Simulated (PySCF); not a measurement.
The numbers are results of ωB97X-D3(BJ)/def2-TZVP // PBE0-D3(BJ)/def2-SVP (PySCF), not measurements. All species are isolated molecules in the gas phase. One relaxed conformer stands for a flexible species; it need not be the lowest. Excitations are Tamm–Dancoff values on a coarser integration grid. The basis has no diffuse functions, so Rydberg states are missing or too high.

Reference species (SMILES): `C[O][Sn]([O]C)([O]C)[O]C` (neutral, multiplicity 1).

```
Property                                        Result
-------------------------------------------  ---------
brightest of the four lowest singlets (TDA)    5.82 eV
HOMO                                         -10.49 eV
```

Changed species: `C[O][Sn]([SH])([SH])[O]C` (2 of 4 OCH3 replaced by SH; the reference has 0 of 4 OCH3 replaced by SH).

**Question.** Predict the effect on the brightest of the four lowest singlets (TDA) and HOMO.

**Answer.** the brightest of the four lowest singlets (TDA) drops by 0.02 eV, to 5.80 eV; the HOMO increases by 0.24 eV, to -10.25 eV.
